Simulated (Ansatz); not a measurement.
Species: BF, charge 1, multiplicity 2. SMILES: [B][F+]

Atoms: B1, F2. Bonds: B1-F2.

Bond lengths (Å) and angles (degrees) optimised at HF/STO-3G with Ansatz (a quantum-chemistry and plane-wave program); B3LYP/LANL2DZ with Ansatz; MP2/6-31G* with Ansatz, each started from the B3LYP-D3(BJ)/def2-TZVP structure (Ansatz) of the last column. A row stands for all coordinates that are equal there. 6-31G* holds six Cartesian d functions.

```csv
coordinate,HF/STO-3G,B3LYP/LANL2DZ,MP2/6-31G*,B3LYP-D3(BJ)/def2-TZVP
B1-F2,1.219,1.282,1.228,1.215
```

Mean signed difference of all 1 bond lengths from B3LYP-D3(BJ)/def2-TZVP: HF/STO-3G 0.005 Å, B3LYP/LANL2DZ 0.067 Å, MP2/6-31G* 0.013 Å.
